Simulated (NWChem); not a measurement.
CHBClNO2; SMILES OB(N=C=O)Cl

```xyz
7

B      0.4722    -0.5886     0.0000
Cl    -0.9540    -1.6497     0.0000
N      0.3017     0.8139     0.0000
C     -0.0709     1.9506     0.0000
O     -0.4036     3.0673     0.0000
O      1.7107    -1.1099     0.0000
H      1.7143    -2.0730     0.0000
```
Atoms are numbered in this order, from 1.

Results from NWChem. Pople sets run with spherical d functions. Medium grid unless said otherwise, to which SCAN and Minnesota functionals are sensitive. Coordinates come from a PBE0/def2-SVP optimisation. Hybrids' shares of exact exchange are those that their runs print; pure functionals count as 0. The functionals differ in more than this share.

```
row               share of exact exchange  orbital gap (eV)
----------------  -----------------------  ----------------
PBE/6-31G*                           0.00              5.67
SCAN/6-31G*                          0.00              6.28
B3LYP/6-31G*                         0.20              7.58
r2SCAN0/6-31G*                       0.25              8.49
PW6B95/6-31G*                        0.28              8.19
MN15/6-31G*                          0.44          withheld
BHandHLYP/6-31G*                     0.50             10.51
M06-2X/6-31G*                        0.54             10.37
```

Task: Fit a straight line of the last column on the one before it, predict the withheld value, and compare with the run.

Result: 
1. Means of the 7 shown rows: x = 0.253, y = 8.156. Slope Σ(x − x̄)(y − ȳ)/Σ(x − x̄)² = 2.351/0.2749 = 8.550; intercept 5.994.
2. The shown rows scatter about the line by 0.264 (root mean square); the largest residual is +0.36, at r2SCAN0/6-31G*.
3. At x = 0.44 (MN15/6-31G*; inside the shown range) the line gives 9.76.
4. The run gives 9.37, -0.39 from the line, 1.5 times the scatter.
